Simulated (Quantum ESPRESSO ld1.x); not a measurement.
Problem. Coherent X-ray form factor from a spherical all-electron density. Calculated with ld1.x of Quantum ESPRESSO 7.5: non-relativistic Kohn-Sham, LDA (Slater exchange, Perdew-Zunger correlation), spin-polarised, spherical densities, point nucleus.

| sin(theta)/lambda (1/angstrom) | f0 (electrons) |
|---|---|
| 0.05 | 46.484 |
| 0.1 | 45.029 |
| 0.15 | 42.873 |
| 0.2 | 40.303 |
| 0.25 | 37.570 |
| 0.3 | 34.857 |
| 0.4 | 29.916 |
| 0.5 | 25.918 |
| 0.6 | 22.881 |
| 0.8 | 18.882 |
| 1 | 16.184 |
| 1.25 | 13.280 |
| 1.5 | 10.695 |
| 2 | 7.168 |

The species is in the configuration that NIST lists as its ground one. Which atom or ion scatters so?

Solution. The tin ion Sn3+, [Kr] 4d10 5s1. Extrapolating in s^2 from the first two rows gives f0(0) = 47.0, near the electron count 47; among species with that count, the fall with angle is slower the higher Z, and the table is that of Z = 50; from so few rows the species is fixed only to a neighbour or two.
